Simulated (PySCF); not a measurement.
# Rhenium: highly charged ions in a basis for the neutral atom

Re(5+) [Xe] 4f14 5d2, Re(6+) [Xe] 4f14 5d1. All numbers are calculated (PySCF 2.14, a scalar-relativistic core potential, in cc-pVTZ-PP with ECP60MDF). No spin-orbit coupling, so a gap to NIST mixes the basis error with missing relativistic terms.

Changed run: basis of the neutral atom used for a highly charged ion. This setting is unsound on purpose.

```csv
species,method,sound run (hartree),changed run (hartree),converged
Re(5+),UHF,not run,-72.67968,yes
Re(5+),M06-L,not run,-73.18689,yes
Re(5+),LDA,not run,-72.88467,yes
Re(6+),UHF,not run,-70.21924,yes
Re(6+),M06-L,not run,-70.70377,yes
Re(6+),LDA,not run,-70.40017,yes
```

Ionisation energy of Re(5+):

```tsv
method	changed run (eV)	NIST (eV)
UHF	66.952	67 ± 2
M06-L	67.569	67 ± 2
LDA	67.607	67 ± 2
```

The contracted functions were made for the neutral atom and can be too rigid for a highly charged ion.
